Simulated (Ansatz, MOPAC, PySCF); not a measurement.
Isomers of C2H3NSi. Gas-phase values, no solvent. Strings in code marks are SMILES.

Quantity: vertical ionisation energy (energy after one electron is removed minus that of the parent at the parent's geometry), in eV. The restricted reference of `[H]/N=[SiH]/C#C` is unstable towards unrestricted orbitals.

Level 1: frozen-core MP2/cc-pVTZ // B3LYP-D3(BJ)/def2-TZVP (Ansatz, a quantum-chemistry and plane-wave program)
Level 2: PBE/6-31G* // B3LYP-D3(BJ)/def2-TZVP (PySCF)
Level 3: minus the HOMO energy of PM6 // B3LYP-D3(BJ)/def2-TZVP (MOPAC)
Level 4: minus the HOMO energy of PM7 // B3LYP-D3(BJ)/def2-TZVP (MOPAC)

```json
[
 {"species": "`N=[si]1cc1`", "level 2": "9.15", "level 3": "9.99", "level 4": "10.00"},
 {"species": "`C=[si]1cn1`", "level 2": "8.55", "level 3": "8.68", "level 4": "9.65"},
 {"species": "`[H]/N=[SiH]/C#C`", "level 2": "9.42", "level 3": "9.52", "level 4": "10.76"}
]
```

Task: What does level 1 give for each, and how far do the other levels lie from it on average?

Result: 
- `N=[si]1cc1`: 9.68
- `C=[si]1cn1`: 8.72
- `[H]/N=[SiH]/C#C`: 9.89
Mean absolute difference from level 1, which has limits of its own, over these rows (drawn at random from the members that have all these levels): level 2 0.394 eV, level 3 0.240 eV, level 4 0.71 eV.
